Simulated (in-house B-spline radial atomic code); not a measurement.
Ionising Tl7+ with different functionals

Computed with a B-spline radial code for spherical atoms: scalar-relativistic (spin-free X2C) Hamiltonian, Fermi nucleus of rms radius 5.4759 fm, spin-polarised at highest spin, spherical fractional occupations for the functionals, and exact exchange of hybrids averaged over the configuration. The ionisation energy is the difference of two self-consistent energies, [Xe] 4f14 5d6 → [Xe] 4f14 5d5, without Breit or QED terms; ε is the level of the shell that loses the electron (its least bound occupied spin orbital). There is no spin-orbit coupling in this Hamiltonian.

| method | rung | ΔSCF (eV) | -ε(5d) (eV) |
| --- | --- | --- | --- |
| PBE0 | global hybrid | ? | ? |
| B3LYP | global hybrid | 116.43 | 109.61 |
| TPSSh | global hybrid | 116.03 | 108.37 |
| BHandHLYP | global hybrid | 116.17 | 112.18 |
| r2SCAN0 | global hybrid | 115.68 | 109.65 |
| B97-1 | global hybrid | ? | ? |
| HSE06 | range-separated hybrid | 116.06 | 109.40 |
| wB97X | range-separated hybrid | 115.98 | 112.38 |
| CAM-B3LYP | range-separated hybrid | 116.40 | 111.57 |
| LC-wPBE | range-separated hybrid | 116.11 | 112.75 |

Question: What does PBE0 give?

Answer: ΔSCF 116.14 eV, and -ε(5d) = 109.90 eV.

Question: What does B97-1 give?

Answer: ΔSCF 116.42 eV, and -ε(5d) = 109.70 eV.

Question: Among the functionals, which spreads more, the ΔSCF values or the orbital energies?

Answer: The orbital energies: ΔSCF values span about 0.74 eV and the orbital energies 4.38 eV; here energy differences depend much less on the functional than eigenvalues do.

Question: How do they compare with the NIST value?

Answer: NIST lists 116 eV ± 2.1 (tabulated theory, ground level to ground level). Errors run from -0.32 to +0.43 eV; all lie within about twice that uncertainty, so the table can't rank the methods.
